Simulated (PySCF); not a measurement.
**Correlation energy of O⁺ (oxygen, charge +1)**

[He] 2s2 2p2 3s1, 3s spin antiparallel (an excited configuration). Calculation: PySCF 2.14, in x2c-QZVPPall with one added diffuse shell each of s, p, d, f type (8s5p4d3f1g, 73 functions); the spin-free X2C one-electron Hamiltonian (Gaussian nucleus). Frozen: 1s2; 5 electrons correlated.

MP2 pair energies summed by pair of shells (mhartree):

```json
{"pair": "2s-2p", "energy": "-48.98", "share (%)": "53.5"}
{"pair": "2s-2s", "energy": "-23.15", "share (%)": "25.3"}
{"pair": "2p-2p", "energy": "-8.11", "share (%)": "8.9"}
{"pair": "2s-3s", "energy": "-5.75", "share (%)": "6.3"}
{"pair": "2p-3s", "energy": "-5.54", "share (%)": "6.1"}
```

Total MP2 correlation energy: -91.54 mhartree.

Same-spin part -17.17 and opposite-spin part -74.37 mhartree; SCS-MP2 scales them by 1/3 and 6/5 to -94.97 mhartree.
